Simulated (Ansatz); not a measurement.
Ansatz (a program for electronic structure) input (CCSD(T)/STO-3G):

Ansatz 0.2 input:
```yaml
crystal:
  periodic: [false, false, false]
  atoms:
    - {symbol: C, position_ang: [-1.25405650, -0.29367733, 1.27676876]}
    - {symbol: C, position_ang: [-0.66046714, -0.29964095, -0.13672418]}
    - {symbol: C, position_ang: [-0.97996087, 1.02452594, -0.83747062]}
    - {symbol: C, position_ang: [-1.27082627, -1.45848408, -0.93443264]}
    - {symbol: C, position_ang: [0.87160963, -0.51832115, -0.08582701]}
    - {symbol: C, position_ang: [1.64049168, 0.51056681, 0.71451207]}
    - {symbol: C, position_ang: [2.49274378, 1.36367139, 0.21670542]}
    - {symbol: H, position_ang: [-1.00124782, -1.21081895, 1.81448442]}
    - {symbol: H, position_ang: [-0.89292847, 0.55343732, 1.86159105]}
    - {symbol: H, position_ang: [-2.34280054, -0.22222479, 1.23249531]}
    - {symbol: H, position_ang: [-2.05983878, 1.17509798, -0.89938284]}
    - {symbol: H, position_ang: [-0.54893301, 1.87062318, -0.30124156]}
    - {symbol: H, position_ang: [-0.58082738, 1.03455308, -1.85455986]}
    - {symbol: H, position_ang: [-2.35400250, -1.34468774, -1.01520774]}
    - {symbol: H, position_ang: [-1.06899365, -2.41782281, -0.45235303]}
    - {symbol: H, position_ang: [-0.86127678, -1.49732730, -1.94638395]}
    - {symbol: H, position_ang: [1.06433211, -1.50436721, 0.35084697]}
    - {symbol: H, position_ang: [1.25643432, -0.54153791, -1.10788337]}
    - {symbol: H, position_ang: [1.45297428, 0.51758006, 1.78721480]}
    - {symbol: H, position_ang: [2.89990237, 1.61565115, -0.75081126]}
basis:
  gaussian:
    orbitals: STO-3G
magnetization: {spin_polarized: true, initial_magnetization: 1}
correlation: {method: ccsd_t, electrons: outside_noble_gas}
```

End of the output:

```
integrals: 0.03 GiB planned
680 factors; integrals over basis functions are off by at most 4.5e-5 eV
0.14 GiB of device memory are held for the factors and their scratch space
mean field: 0.20 GiB planned
mean field evaluation 1: about -7326.0968 eV, gradient 1.4e1 eV
mean field evaluation 2: about -7326.5478 eV, gradient 1.4e1 eV
mean field evaluation 4: about -7328.5588 eV, gradient 2.4e0 eV
mean field evaluation 8: about -7328.7230 eV, gradient 1.2e0 eV
mean field evaluation 16: about -7326.5479 eV, gradient 1.4e1 eV
mean field evaluation 32: about -7328.9678 eV, gradient 4.3e-4 eV
mean field evaluation 64: about -7324.9988 eV, gradient 4.9e-4 eV
mean field -7328.96780007 eV, -269.3345988996 hartree, gradient 1.2e-6 eV, S^2 1.108473; 1 other end points of the search recorded, 0 dependent functions left out
7 core orbitals not correlated
reference -7328.96780007 eV, -269.3345988996 hartree; 21, 20 occupied and 20, 21 virtual orbitals, 680 factors
second order -9.18044841 eV of doubles, -0.00000000 eV of singles
coupled cluster: 0.27 GiB planned
cycle   1  -11.17046260 eV  change    -2.0e0 eV  update   1.1e-1
cycle   2  -12.27365248 eV  change    -1.1e0 eV  update   6.2e-2
cycle   3  -12.54310457 eV  change   -2.7e-1 eV  update   3.6e-2
cycle   4  -12.62627732 eV  change   -8.3e-2 eV  update   1.9e-2
cycle   5  -12.63620949 eV  change   -9.9e-3 eV  update   7.8e-3
cycle   6  -12.63849236 eV  change   -2.3e-3 eV  update   4.2e-3
cycle   7  -12.64587753 eV  change   -7.4e-3 eV  update   2.3e-3
cycle   8  -12.64957962 eV  change   -3.7e-3 eV  update   1.1e-3
cycle   9  -12.64961086 eV  change   -3.1e-5 eV  update   3.2e-4
cycle  10  -12.64983013 eV  change   -2.2e-4 eV  update   1.2e-4
cycle  11  -12.64989310 eV  change   -6.3e-5 eV  update   4.7e-5
cycle  12  -12.64988116 eV  change    1.2e-5 eV  update   1.5e-5
coupled cluster: 0.27 GiB planned
perturbative correction -0.10225066 eV, -0.0037576423 hartree
Total energy: -7341.71993188 eV, -269.8032311000 hartree
```

It need not be the lowest isomer of its formula.

The determinant is spin-contaminated: <S^2> is 1.11 against 0.75 for a pure state.
